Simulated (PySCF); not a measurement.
# What a mistake does to a calculation on BClH4OSi

All numbers below are calculated, not measured. The program is PySCF 2.14.0, an open-source quantum chemistry code, run on an isolated molecule that a program drew, which may never have been made. The molecule is BClH4OSi (charge 0, singlet), drawn as the SMILES string `B[SiH](O)Cl`.

Each row is a Hartree-Fock (HF) and frozen-core CCSD(T) single point in the cc-pV(D+d)Z basis, meant for a local HF minimum. Run 1 is clean. Each other run has one planted mistake out of seven kinds, and not every kind appears here: one electron removed, one electron added, multiplicity raised by two, geometry at a saddle point, minimal basis STO-3G, one bond length entered in bohr, all coordinates scaled. The reference is restricted for singlets and unrestricted otherwise, and also for a bond in bohr. Adding or removing an electron swaps singlet and doublet. Electrons count all cores. HOMO and LUMO are orbital energies over both spins, the gradient is its largest component, and the lowest frequency (negative if imaginary) is given only where the gradient is small. Bond lengths are over the 7 bonds as drawn. T1 is the CCSD diagnostic: over 0.02 (restricted) or 0.045 (unrestricted) a single reference is doubtful.

Geometry of the clean run:
```xyz
8
BClH4OSi, angstrom
B    -0.0441   -0.4837    0.9192
Si   -1.9502    0.0926    1.2634
O    -2.3832    1.2691    0.2052
Cl   -1.9336    0.8466    3.2141
H     0.3200   -1.6000    1.1585
H     0.7590    0.3083    0.5181
H    -2.9714   -0.9712    1.2810
H    -3.2562    1.6323    0.2382
```

| run | electrons | basis functions | <S^2> | HOMO (eV) | LUMO (eV) | gradient (hartree/bohr) | lowest frequency (cm^-1) | mean bond (Å) | longest bond (Å) | T1 | HF (hartree) | CCSD(T) (hartree) | mistake |
|---|---|---|---|---|---|---|---|---|---|---|---|---|---|
| 1 | 48 | 94 | 0.000 | -11.27 | 1.11 | 2.9e-05 | 113 | 1.5099 | 2.091 | 0.0111 | -850.39012 | -850.94785 | no fault |
| 2 | 48 | 94 | 0.970 | -8.43 | -0.90 | 1.3e-02 | - | 1.7757 | 3.952 | 0.0328 | -850.26088 | -850.79818 | one bond length entered in bohr |
| 3 | 49 | 94 | 0.760 | -0.81 | 8.47 | 6.7e-02 | - | 1.5099 | 2.091 | 0.0109 | -850.38251 | -850.95886 | ? |
| 4 | 47 | 94 | 0.774 | -17.82 | -9.16 | 9.5e-02 | - | 1.5099 | 2.091 | 0.0370 | -850.01316 | -850.56425 | ? |

**Which mistake was planted in run 3, and what did it cost?**

It counts 49 electrons, one more than the clean run, at the same geometry and basis. So the mistake is: one electron added. Subtracting run 1 and multiplying by 627.51 kcal/mol a hartree, the energy moved by 4.8 kcal/mol in HF and -6.9 kcal/mol in CCSD(T).

**Which mistake was planted in run 4, and what did it cost?**

It counts 47 electrons, one fewer than the clean run, at the same geometry and basis. So the mistake is: one electron removed. Subtracting run 1 and multiplying by 627.51 kcal/mol a hartree, the energy moved by 236.5 kcal/mol in HF and 240.7 kcal/mol in CCSD(T).

